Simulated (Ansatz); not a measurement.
Computed with Ansatz on PBE0-D4/def2-TZVP structures; ΔE is electronic, products minus reactants. CBS: MP2 limit from def2 TZ/QZ plus the TZ coupled-cluster correction, frozen cores. DFT in def2-TZVPP. B3LYP here is the variant with VWN-RPA as its local correlation; programs differ in this. HSE06 is defined as in plane-wave codes. Each species was taken in one conformer, which may not be the lowest.

Reaction (ligand exchange at the Si–C bond): `O[SiH2]CC[SiH3]` + `CC[Si]O` → `CC[Si]O[SiH3]` + `CC[SiH2]O`

`O[SiH2]CC[SiH3]`:

Cartesian coordinates in Å:
```
O -1.397 -0.757 1.727
Si -0.657 0.710 1.576
C -0.307 1.185 -0.202
C 0.830 0.425 -0.896
Si 0.533 -1.404 -1.202
H -0.885 -1.534 1.494
H -1.600 1.687 2.174
H 0.635 0.729 2.325
H -0.080 2.259 -0.189
H -1.241 1.086 -0.768
H 1.042 0.869 -1.876
H 1.760 0.518 -0.323
H 1.628 -1.974 -2.032
H -0.767 -1.628 -1.888
H 0.507 -2.171 0.080
```

`CC[Si]O`:

Cartesian coordinates in Å:
```
C -0.127 0.787 -0.601
C -0.484 -0.675 -0.376
Si 0.204 -1.589 1.158
O 1.109 -0.414 1.891
H 0.954 0.928 -0.702
H -0.580 1.190 -1.511
H -0.469 1.418 0.225
H -1.575 -0.810 -0.330
H -0.183 -1.290 -1.237
H 1.150 0.457 1.482
```

`CC[Si]O[SiH3]`:

```xyz
13

C    -1.178    0.820   -0.860
C     0.203    0.492   -1.436
Si    0.622   -1.364   -1.295
O     0.747   -1.538    0.342
Si    0.752   -0.888    1.850
H    -1.233    0.606    0.211
H    -1.968    0.238   -1.345
H    -1.430    1.875   -0.990
H     0.977    1.075   -0.919
H     0.248    0.778   -2.493
H     1.074    0.564    1.804
H    -0.589   -1.070    2.463
H     1.774   -1.588    2.665
```

`CC[SiH2]O`:

Z-matrix (Å, degrees):
```
C
C 1 1.526
H 1 1.094 2 111.5
H 1 1.093 2 111.3 3 -120.0
H 1 1.093 2 111.8 3 120.2
Si 2 1.868 1 113.6 3 58.5
H 2 1.096 1 110.5 3 -179.4
H 2 1.097 1 110.5 3 -62.4
O 6 1.653 2 112.4 1 59.9
H 6 1.494 2 108.7 1 -61.8
H 6 1.484 2 110.7 1 177.7
H 9 0.957 6 117.6 2 -78.7
```

```tsv
level	ΔE (kJ/mol)	difference from CCSD(T)/CBS
LDA (SPW92)	-77.5	25.3
PBE-D4	-84.9	17.9
revPBE-D4	-85.7	17.1
BLYP-D4	-100.3	2.5
r2SCAN-D4	-98.1	4.7
B97M-V	-102.4	0.4
PBE0-D4	-91.9	10.9
r2SCANh-D4	-99.4	3.4
r2SCAN0-D4	-101.4	1.4
HSE06-D4	-91.9	10.9
BHLYP-D4	-114.7	-11.9
CAM-B3LYP-D4	-107.2	-4.4
ωB97X-V	-100.5	2.3
ωB97M-V	-99.1	3.7
B2PLYP	-107.0	-4.2
revPBE	-88.8	14.0
BLYP	-102.5	0.3
r2SCAN	-98.3	4.5
PBE0	-92.7	10.1
B3LYP	-106.7	-3.9
r2SCANh	-99.6	3.2
r2SCAN0	-101.6	1.2
HSE06	-92.5	10.3
BHLYP	-115.4	-12.6
CAM-B3LYP	-107.9	-5.1
LC-ωPBE	-96.5	6.3
RPA@PBE/def2-TZVPP	-102.7	0.1
HF/def2-SVP	-121.4	-18.6
MP2/def2-SVP	-97.1	5.7
CCSD/def2-SVP	-99.9	2.9
CCSD(T)/def2-SVP	-96.5	6.3
HF/def2-TZVPP	-131.6	-28.8
SCS-MP2/def2-TZVPP	-109.8	-7.0
CCSD/def2-TZVPP	-106.7	-3.9
CCSD(T)/def2-TZVPP	-102.4	0.4
HF/def2-QZVPP	-133.7	-30.9
SCS-MP2/def2-QZVPP	-110.6	-7.8
HF/CBS(def2)	-134.0	-31.2
MP2/CBS(def2)	-104.2	-1.4
CCSD/CBS(def2)	-107.1	-4.3
CCSD(T)/CBS	-102.8	0
```

Question: What do rigid-rotor, harmonic-oscillator terms from PBE0-D4/def2-TZVP frequencies (298.15 K, 1 bar) make of the CCSD(T)/CBS value? (Estimate.)

Answer: The calculation gave: ΔZPE = +1.1 kJ/mol, ΔH = -99.7 kJ/mol, ΔS = 22 J/(mol·K), ΔG = -106.3 kJ/mol.

Largest T1 diagnostic among the species: 0.013.

From BLYP to BHLYP (50 % exact exchange), in def2-TZVPP and without D4, ΔE moves by −12.9 kJ/mol. Leaving LDA and LC-ωPBE aside and taking each functional with its dispersion term where it has one, the values spread over 29.8 kJ/mol, from BHLYP-D4 to PBE-D4. LDA lies +8.2 kJ/mol from PBE without D4.
